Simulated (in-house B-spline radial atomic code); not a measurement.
**How G0W0 and RPA depend on the start: N IV (N3+)**

Configuration [He] 2s2. Computed with an all-electron radial atomic-structure program (B-spline basis): all electrons, scalar-relativistic (spin-free one-electron X2C), finite nucleus, each spin shell either full or empty, empty states to l = 9 with an (l + 1/2)⁻⁴ tail; G0W0 by contour deformation at full frequency.

```tsv
start	mean-field 2s (eV)	G0W0 (eV)	QP weight	RPA correlation (Eh)
Hartree-Fock	-75.33	-77.10	0.970	-0.18177
LDA VWN5	-67.80	-77.55	0.934	-0.25407
PBE	-68.12	-77.49	0.935	-0.2524
PBE0	-70.18	-77.40	0.948	-0.22534
r2SCAN	-68.52	-77.51	0.941	-0.24263
HSE06	-69.76	?	?	?
B3LYP (VWN-RPA)	-69.86	-77.42	0.945	-0.23047
SCAN	-68.56	-77.51	0.940	-0.24309
TPSS	-68.49	?	?	?
BHandHLYP	-72.16	-77.29	0.957	-0.20702
CAM-B3LYP	-71.77	-77.34	0.954	-0.21357
LC-wPBE	-73.42	-77.29	0.960	-0.20489
wB97X	-72.83	-77.28	0.960	-0.20481
PBEsol	-67.85	-77.51	0.935	-0.2521
BLYP	-68.07	-77.48	0.934	-0.25317
r2SCAN0	-70.41	-77.41	0.951	-0.22072
LDA exchange-only	-66.19	-77.46	0.937	-0.25309
```

Task: What G0W0 level, weight and RPA correlation energy follow from the TPSS start?

Result: G0W0 level -77.47 eV, weight 0.938, RPA correlation -0.24602 hartree.

Task: What G0W0 level, weight and RPA correlation energy follow from the HSE06 start?

Result: G0W0 level -77.42 eV, weight 0.946, RPA correlation -0.22926 hartree.

Task: How much of the dependence on the start does G0W0 remove?

Result: The mean-field levels span 9.14 eV and the G0W0 levels 0.449 eV. Against 77.474 eV (NIST, measured) the G0W0 removal energies are off by -0.38 to +0.07 eV.
